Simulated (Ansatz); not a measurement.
Consider the substitution at a C–O bond: `C[O][Ga]([Cl])[Cl]` + `[NH]=[V]([F])([F])[F]` → `C[N]=[V]([F])([F])[F]` + `[OH][Ga]([Cl])[Cl]`.

Calculated with Ansatz (gas phase, PBE0-D4/def2-TZVP geometries, no zero-point term in ΔE). CCSD(T)/CBS adds triple-zeta CCSD(T) − MP2 to the extrapolated MP2 energy (def2 sets, frozen cores). Functionals use def2-TZVPP. For Ga, V outer-core shells are correlated without core-valence functions, which leaves a few kJ/mol of doubt a bond. Scalar relativity is left out up to krypton. One conformer a species, not always the lowest.

| species | RPA@PBE/def2-TZVPP energy (Eh) |
| --- | --- |
| `C[O][Ga]([Cl])[Cl]` | -2958.44953 |
| `[NH]=[V]([F])([F])[F]` | -1298.57924 |
| `C[N]=[V]([F])([F])[F]` | -1337.91364 |
| `[OH][Ga]([Cl])[Cl]` | -2919.13916 |

Work out ΔE.

ΔE = (-1337.91364) + (-2919.13916) − (-2958.44953) − (-1298.57924) = -0.02403 Eh = -0.65 eV. CCSD(T)/CBS gives -0.76 eV.

Largest T1 diagnostic among the species: 0.029, so the coupled-cluster value is less sure than usual.

At CCSD(T), def2-SVP lies +0.07 eV from the extrapolated value and def2-TZVPP +0.02 eV. In def2-TZVPP, CCSD(T) changes the Hartree–Fock value by −0.05 eV (the triples alone add +0.02 eV) and MP2 by −0.29 eV. Leaving LDA and LC-ωPBE aside and taking each functional with its dispersion term where it has one, the values, not all of them listed here, spread over 0.16 eV, from PBE-QIDH to ωB97X-V.
